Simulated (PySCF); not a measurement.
Geometry (Å), atoms numbered from 1 in this order:
```xyz
19

C    -2.573   -1.174    0.874
C    -2.017   -0.394   -0.291
O    -0.826    0.260    0.109
Si    0.165    1.140   -0.887
C     0.687    0.019   -2.292
N     1.027   -0.707   -3.131
Si    2.064    1.584    0.395
Si    2.369   -0.383    1.636
H    -3.504   -1.685    0.587
H    -2.786   -0.505    1.721
H    -1.849   -1.932    1.209
H    -1.805   -1.069   -1.142
H    -2.752    0.353   -0.644
H    -0.548    2.279   -1.536
H     1.828    2.768    1.277
H     3.216    1.868   -0.515
H     2.336   -1.545    0.699
H     3.679   -0.364    2.354
H     1.260   -0.505    2.627
```

Geometry: PBE0-D3(BJ)/def2-SVP; GIAO absolute shieldings from PySCF 2.14, gas phase, non-relativistic, averaged over equivalent atoms.

At WP04/pcSseg-1 (212 basis functions, 54 s wall time on 1 thread of an Arm Neoverse V2, shared host):
```json
{"atoms": "C5", "σ (ppm)": "49.8"}
{"atoms": "C2", "σ (ppm)": "105.1"}
{"atoms": "C1", "σ (ppm)": "151.8"}
{"atoms": "O3", "σ (ppm)": "283.6"}
{"atoms": "Si4", "σ (ppm)": "376.3"}
{"atoms": "Si8", "σ (ppm)": "425.4"}
{"atoms": "Si7", "σ (ppm)": "426.6"}
{"atoms": "N6", "σ (ppm)": "-105.2"}
{"atoms": "H14", "σ (ppm)": "27.00"}
{"atoms": "H12", "σ (ppm)": "27.77"}
{"atoms": "H13", "σ (ppm)": "28.05"}
{"atoms": "H17/H18/H19", "σ (ppm)": "28.33"}
{"atoms": "H15", "σ (ppm)": "28.61"}
{"atoms": "H16", "σ (ppm)": "28.63"}
{"atoms": "H9/H10/H11", "σ (ppm)": "30.23"}
```

**Question.** What do these become at PBE0/pcSseg-1?

**Answer.** 
```
      atoms  σ at PBE0/pcSseg-1  change
         C5                58.4    +8.6
         C2               119.3   +14.2
         C1               164.8   +13.0
         O3               294.4   +10.8
        Si4               385.5    +9.2
        Si8               457.8   +32.4
        Si7               463.0   +36.4
         N6              -107.9    -2.7
        H14               25.96   -1.04
        H12               27.37   -0.40
        H13               27.65   -0.40
H17/H18/H19               27.50   -0.83
        H15               27.78   -0.83
        H16               27.84   -0.79
 H9/H10/H11               29.90   -0.33
```

The largest change is at Si7 (silicon bonded to 2 Si, 2 H). Cost: 212 basis functions, 35 s wall time on 1 thread of an Arm Neoverse V2, shared host. The order of the carbon signals is the same at both levels.
